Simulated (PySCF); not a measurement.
Polarisability and C₆ of Ar⁺ (argon, charge +1)

[Ne] 3s2 3p5, 2P determinant. Computed with PySCF 2.14 in ANO-RCC-VTZP, with scalar relativity by spin-free X2C-1e. Coupled (time-dependent) response in atomic units; α is the mean over directions. The basis has no added diffuse functions, which lowers α and C₆.

| method | mean α (bohr³) | α xx, yy, zz | C₆ (like pair) | S(−4) |
| --- | --- | --- | --- | --- |
| UHF | 5.904 | 5.897, 5.907, 5.907 | 26.67 | 5.928 |
| PBE | 6.048 | 5.989, 6.077, 6.077 | 27.65 | 6.260 |
| PBE0 | 5.994 | 5.951, 6.016, 6.016 | 27.26 | 6.144 |
| BHandHLYP | 5.939 | 5.909, 5.954, 5.954 | 26.93 | 6.003 |
| CAM-B3LYP | 5.986 | 5.944, 6.007, 6.007 | 27.28 | 6.100 |

S(−4) is the Cauchy moment in α(ω) = α(0) + S(−4) ω² + …

α(iu) at UHF:

| u (hartree) | α(iu) (bohr³) |
| --- | --- |
| 0 | 5.904 |
| 0.0500 | 5.889 |
| 0.100 | 5.845 |
| 0.200 | 5.677 |
| 0.300 | 5.418 |
| 0.500 | 4.735 |
| 0.750 | 3.810 |
| 1.00 | 3.000 |
| 1.50 | 1.879 |
| 2.00 | 1.243 |
| 3.00 | 0.6418 |
| 5.00 | 0.2604 |

A single London oscillator, α(iu) = α/(1 + u²/ω²), gives C₆ = (3/4) ω α². Matching the computed C₆ needs ω = 4 × 26.67 / (3 × 5.904²) = 1.02 hartree.

For an ion, C₆ is the dispersion term alone; charge-induced terms of lower order in 1/R come first.

The components differ because the open shell of this determinant is not spherical; for a pure term their mean is the scalar polarisability.
